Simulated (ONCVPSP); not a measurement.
**V (Z = 23): excitation energies, all-electron against ONCV**

```json
{
 "Element": "V (Z = 23)",
 "Generator": "ONCVPSP 4.0.1",
 "Type": "optimised norm-conserving Vanderbilt (ONCV)",
 "Functional": "PBE",
 "Relativity": "scalar-relativistic",
 "Frozen core": "[Ne]",
 "Valence charge": "13",
 "Reference configuration": "3s2 3p6 3d3 4s1 (charge +1)",
 "Partial waves": "3s+4s: rc 1.75 bohr, ncon 4, nbas 7, qcut 7.3 1/bohr, 2 projectors; 3p: rc 1.10 bohr, ncon 4, nbas 9, qcut 7.7 1/bohr, 2 projectors, debl 1.9 Ha; 3d: rc 2.35 bohr, ncon 3, nbas 7, qcut 7 1/bohr, 2 projectors, debl 3.4 Ha",
 "Local potential": "polynomial inside 0.95 bohr (lpopt 5, dvloc0 4 Ha)",
 "Core correction": "none"
}
```

Energies are relative to the spin-unpolarised reference configuration 3s2 3p6 3d3 4s1; without spin polarisation the order of configurations can differ from experiment.

Question: Give the all-electron excitation energy and the error of the potential for: 3s2 3p6 3d3 4s2; 3s2 3p6 3d3 4s0; 3s2 3p6 3d2 4s0; 3s2 3p6 3d3 4s1.5.

Answer:

```
valence configuration  charge  ΔE all-electron (eV)  error AE − PS (meV)
      3s2 3p6 3d3 4s2       0                -7.735                 +0.8
      3s2 3p6 3d3 4s0      +2                14.296                 -7.3
      3s2 3p6 3d2 4s0      +3                43.193                 +245
    3s2 3p6 3d3 4s1.5    +0.5                -4.643                 +0.2
```

Levels in the configuration 3s2 3p6 3d3 4s1.5:

```
level  all-electron (eV)  pseudo (eV)
   3s            -73.853      -73.818
   3p            -47.665      -47.641
   3d             -8.731       -8.711
   4s             -7.703       -7.703
```
